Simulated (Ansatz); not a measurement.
def2 core potentials replace the inner electrons of Sn.

B3LYP has the VWN-RPA correlation part, as in Gaussian. 

Cartesian coordinates (Å):
SMILES: [OH][Sn]([OH])([OH])[CH2]c1ccccc1
```xyz
21

O      2.9424     1.4812    -0.3814
Sn     2.2734    -0.3193     0.0834
O      3.8091    -1.5624     0.1753
O      1.6094    -0.3727     1.9502
C      0.6980    -0.7574    -1.3107
C     -0.5729    -0.2401    -0.7156
C     -1.2660    -0.9875     0.2493
C     -2.4195    -0.4860     0.8477
C     -2.9007     0.7756     0.4984
C     -2.2179     1.5294    -0.4550
C     -1.0644     1.0281    -1.0540
H      3.6603     1.7601     0.1994
H      3.8684    -1.9310     1.0662
H      0.6962    -0.0620     1.9997
H      0.9558    -0.2662    -2.2585
H      0.6881    -1.8462    -1.4592
H     -0.8936    -1.9760     0.5334
H     -2.9476    -1.0872     1.5920
H     -3.8049     1.1693     0.9679
H     -2.5850     2.5194    -0.7359
H     -0.5287     1.6307    -1.7926
```
Charge 0, spin multiplicity 1.

Q: Predict the LUMO, adiabatic ionisation energy (no zero-point term), dipole moment, vertical ionisation energy (Delta-SCF) and HOMO–LUMO gap from B3LYP-D3(BJ)/def2-TZVP // PBE0-D3(BJ)/def2-SVP (Ansatz, a program for electronic structure).

A: 
The LUMO comes out as -1.55 eV. The adiabatic ionisation energy (no zero-point term) is 8.08 eV and the dipole moment is 2.39 D. The vertical ionisation energy (Delta-SCF) comes out as 8.65 eV and the HOMO–LUMO gap comes out as 5.32 eV.
